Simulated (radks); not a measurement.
Spherical quantum dot in the effective-mass picture: electrons in a hard-walled sphere of radius 4.67, all in effective atomic units (hartree* = m*/eps^2 hartree, bohr* = eps/m* bohr), one dielectric constant everywhere. Method: non-relativistic Kohn-Sham, LDA (Slater exchange, Perdew-Wang correlation), spin-polarised, spherical densities; computed with a radial shooting solver with Libxc functionals. Levels are named by radial order and angular momentum (1s, 1p, 1d, 2s, ...), and open shells are averaged over m. Results are scaled to m* = 0.033 and eps = 9.9, for which hartree* = 9.162 meV and bohr* = 15.88 nm.

N = 22, configuration 1s2 1p6 1d10 1f(up 4, down 0). This is the lowest configuration that the search found. Occupied and some empty levels:

level    occupation  eigenvalue (meV)  <r> (nm)
1s up             1            55.713     51.43
1s down           1            56.033     51.18
1p up             3            56.728     52.92
1p down           3            57.064     52.78
1d up             5            58.538     54.32
1d down           5            58.886     54.24
1f up             4            61.050     55.54
1f down           0            61.407     55.49
2s up             0            63.773     33.14
2s down           0            63.883     33.10
1g up             0            64.206     56.59
1g down           0            64.568     56.57
2p up             0            67.257     38.85
2p down           0            67.411     38.78
2d up             0            71.463     42.44
2d down           0            71.652     42.37

Energy (meV): total 701.994, kinetic 169.68, external 0, Hartree 604.61, exchange-correlation -72.302.
